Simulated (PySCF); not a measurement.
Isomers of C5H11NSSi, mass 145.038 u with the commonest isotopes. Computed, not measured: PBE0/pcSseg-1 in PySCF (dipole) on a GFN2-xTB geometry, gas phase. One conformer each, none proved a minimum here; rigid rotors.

Problem. Order these by rotational constant C, smallest first.
A. `[CH3:1][C:2](=[S:3])[C@@H:4]1[CH2:5][NH:6][SiH2:7][CH2:8]1` with C1–C2–C4–C5 -149°, C2–C4–C5–N6 -165°, C4–C5–N6–Si7 33°, C5–N6–Si7–C8 -10°, N6–Si7–C8–C4 -15°
B. `[CH3:1][C:2]#[C:3][CH2:4][N:5]([CH3:6])[SiH2:7][SH:8]` with C3–C4–N5–C6 69°, C4–N5–Si7–S8 -171°, N5–Si7–S8–H 165°
C. `[CH3:1][NH:2][C@H:3]1[CH:4]=[CH:5][S:6][CH2:7][SiH2:8]1` with C1–N2–C3–C4 -73°, N2–C3–C4–C5 160°, C4–C5–S6–C7 5°, C5–S6–C7–Si8 -38°, S6–C7–Si8–C3 61°

Solution. B (569.1 MHz), A (770.3 MHz), C (821.6 MHz).

Problem. Order these by rotational constant A, largest first.
A. `[CH3:1][NH:2][C@H:3]1[CH:4]=[CH:5][S:6][CH2:7][SiH2:8]1` with C1–N2–C3–C4 -73°, N2–C3–C4–C5 160°, C4–C5–S6–C7 5°, C5–S6–C7–Si8 -38°, S6–C7–Si8–C3 61°
B. `[CH3:1][C:2]#[C:3][CH2:4][N:5]([CH3:6])[SiH2:7][SH:8]` with C3–C4–N5–C6 69°, C4–N5–Si7–S8 -171°, N5–Si7–S8–H 165°
C. `[CH3:1][C:2](=[S:3])[C@@H:4]1[CH2:5][NH:6][SiH2:7][CH2:8]1` with C1–C2–C4–C5 -149°, C2–C4–C5–N6 -165°, C4–C5–N6–Si7 33°, C5–N6–Si7–C8 -10°, N6–Si7–C8–C4 -15°

Solution. B (3012 MHz), C (2830 MHz), A (2579 MHz).

Problem. Order these by out-of-plane moment Σ m c² = (Ia + Ib − Ic)/2, smallest first.
A. `[CH3:1][NH:2][C@H:3]1[CH:4]=[CH:5][S:6][CH2:7][SiH2:8]1` with C1–N2–C3–C4 -73°, N2–C3–C4–C5 160°, C4–C5–S6–C7 5°, C5–S6–C7–Si8 -38°, S6–C7–Si8–C3 61°
B. `[CH3:1][C:2]#[C:3][CH2:4][N:5]([CH3:6])[SiH2:7][SH:8]` with C3–C4–N5–C6 69°, C4–N5–Si7–S8 -171°, N5–Si7–S8–H 165°
C. `[CH3:1][C:2](=[S:3])[C@@H:4]1[CH2:5][NH:6][SiH2:7][CH2:8]1` with C1–C2–C4–C5 -149°, C2–C4–C5–N6 -165°, C4–C5–N6–Si7 33°, C5–N6–Si7–C8 -10°, N6–Si7–C8–C4 -15°

Solution. A (37.13 u·Å²), C (59.69 u·Å²), B (73.44 u·Å²).

```json
{"SMILES": "CN[C@H]1C=CSC[SiH2]1", "point group": "C1", "Ia (u·Å²)": "196.00", "Ib (u·Å²)": "493.40", "Ic (u·Å²)": "615.12", "κ": "-0.77", "μa (D)": "1.17", "μb (D)": "1.54", "μc (D)": "0.33"}
{"SMILES": "CC(=S)[C@@H]1CN[SiH2]C1", "point group": "C1", "Ia (u·Å²)": "178.55", "Ib (u·Å²)": "596.92", "Ic (u·Å²)": "656.09", "κ": "-0.93", "μa (D)": "1.17", "μb (D)": "1.30", "μc (D)": "1.15"}
{"SMILES": "CC#CCN(C)[SiH2]S", "point group": "C1", "Ia (u·Å²)": "167.77", "Ib (u·Å²)": "867.13", "Ic (u·Å²)": "888.03", "κ": "-0.99", "μa (D)": "1.93", "μb (D)": "0.52", "μc (D)": "0.41"}
```
